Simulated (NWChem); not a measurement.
# C₂H₅BF₂O; SMILES OCCB(F)F

```xyz
11

O      0.1343     2.7243     0.0870
C     -0.4181     1.4248    -0.0722
C      0.6256     0.3092     0.0461
B      0.0494    -1.1495     0.0159
F     -1.2578    -1.3915     0.0220
F      0.8469    -2.2113    -0.0085
H      0.7852     2.8581    -0.6194
H     -0.9595     1.3371    -1.0281
H     -1.1634     1.3282     0.7230
H      1.1878     0.4411     0.9830
H      1.3805     0.4013    -0.7507
```
Atoms are numbered in this order, from 1.

Level: B3LYP/6-31G* (spherical d) (NWChem), optimised geometry, unscaled harmonic frequencies. 

### Question
List the harmonic frequencies with IR intensities, and the thermochemistry.

### Answer
| frequency (cm⁻¹) | IR intensity (km/mol) |
|---|---|
| 69 | 4.4 |
| 113 | 4.3 |
| 146 | 1.2 |
| 309 | 97.8 |
| 359 | 34.4 |
| 398 | 6.0 |
| 484 | 5.8 |
| 543 | 18.3 |
| 770 | 21.9 |
| 802 | 2.1 |
| 989 | 30.0 |
| 1032 | 29.8 |
| 1081 | 117.5 |
| 1153 | 15.6 |
| 1212 | 23.6 |
| 1315 | 77.8 |
| 1359 | 182.2 |
| 1405 | 124.8 |
| 1424 | 79.6 |
| 1451 | 176.2 |
| 1483 | 6.1 |
| 1541 | 0.1 |
| 3001 | 62.2 |
| 3019 | 13.4 |
| 3052 | 12.6 |
| 3112 | 33.4 |
| 3734 | 9.5 |

| Property | Result |
|---|---|
| zero-point energy | 50.5 kcal/mol |
| thermal correction to the enthalpy at 298.15 K (with zero-point energy) | 55.4 kcal/mol |
| heat capacity Cv | 22.4 cal/(mol K) |
| entropy at 298.15 K and 1 atm (symmetry number 1) | 82.4 cal/(mol K) |
| dipole moment | 1.53 D |

Rigid rotor and harmonic oscillator; modes under 100 cm⁻¹ make the entropy uncertain.
